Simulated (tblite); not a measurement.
CH7N2Si (doublet state).
Z-matrix (Å and degrees, GFN2-xTB geometry), rows numbered from 1:
```
C 
Si  1  1.9587
N   2  1.6663  1  102.60
N   2  1.7258  1  103.77  3  -118.04
H   1  1.0798  2  107.87  3   170.78
H   1  1.0796  2  109.35  3    50.89
H   1  1.0804  2  108.95  3   -69.38
H   2  1.4676  1  103.96  3   132.88
H   3  1.0090  2  121.25  1    58.85
H   4  1.0064  2  117.94  1    81.23
H   4  1.0053  2  119.59  1  -140.25
```

Computed values, GFN2-xTB/tblite, gas phase, harmonic and unscaled. Against measured fundamentals such values can be off by several per cent, at times by over 20. Modes of hydrogen on silicon can be 10 to 20 % off. One conformer, not necessarily the lowest. Open shells enter through the occupations alone, without spin polarisation, and single modes of such species can be off by tens of per cent.

Harmonic wavenumbers (cm⁻¹): 107.7, 131.8, 160.8, 206.7, 252.5, 352.2, 501.1, 550.0, 605.0, 674.1, 780.5, 786.1, 788.3, 806.8, 864.9, 1045.8, 1255.9, 1456.2, 1470.0, 1517.8, 2187.4, 3080.2, 3100.7, 3107.3, 3444.2, 3491.1, 3529.2.

A = 6476, B = 5724, C = 3657 MHz; mass 75.038 u (most abundant isotopes); point group C1, symmetry number 1; spin multiplicity 2.

Task: What is the zero-point energy?

Result: ½Σν̃ = 18127 cm⁻¹ = 216.85 kJ/mol.

Task: What is S at 500 K and 1 bar for an ideal gas of classical rigid rotors and harmonic oscillators?

Result: Translation 173.45, rotation 112.20, vibration 121.40, spin (R ln 2) 5.76: S = 412.8 J/(mol K).

Task: And Cp and H(500 K) − H(0)?

Result: Cp = 149.81 J/(mol K), of which vibrations give 116.55 (their classical limit is 27 R = 224.5); H(500 K) − H(0) = 48.75 kJ/mol without the zero-point energy, 32.12 from vibrations.

Task: Which modes carry the vibrational entropy at 500 K?

Result: 107.7 cm⁻¹: 18.09; 131.8 cm⁻¹: 16.43; 160.8 cm⁻¹: 14.80; 206.7 cm⁻¹: 12.76; 252.5 cm⁻¹: 11.15; 352.2 cm⁻¹: 8.55 J/(mol K); the other 21 give 39.64 together.

Task: Blend soft modes into free rotors: weight 1/[1 + (100 cm⁻¹/ν̃)⁴] for the oscillator and the rest for a rotor with moment μB/(μ + B), μ = h/(8π²ν), B = 10⁻⁴⁴ kg m². What vibrational entropy results?

Result: 118.26 J/(mol K) in place of 121.40, which changes −T·S at 500 K by +1.57 kJ/mol.

Task: How do the functions run with temperature in this model?

Result: 
| T (K) | S (J/(mol K)) | Cp (J/(mol K)) | H − H(0) (kJ/mol) | G − H(0) (kJ/mol) | ln q(vib) |
| --- | --- | --- | --- | --- | --- |
| 150 | 281.2 | 75.1 | 7.82 | -34.35 | 1.31 |
| 250 | 325.8 | 101.8 | 16.68 | -64.77 | 2.89 |
| 298.15 | 344.8 | 113.5 | 21.87 | -80.92 | 3.66 |
| 400 | 381.1 | 134.1 | 34.52 | -117.93 | 5.30 |
| 600 | 441.3 | 162.2 | 64.38 | -200.39 | 8.39 |
| 900 | 512.5 | 189.1 | 117.36 | -343.91 | 12.56 |

q(vib) and H(0) count from the zero-point level.

Task: What must be added to the electronic energy to get the Gibbs energy at 500 K and 1 bar?

Result: ZPE + [H(500 K) − H(0)] − T·S = 216.85 + 48.75 − 206.41 = 59.19 kJ/mol.

Hindered rotation and anharmonicity are outside this model. Other conformers, if any are populated, would add a mixing term that is left out. The structure is chiral; the term R ln 2 for an equal mix with its mirror image is left out.
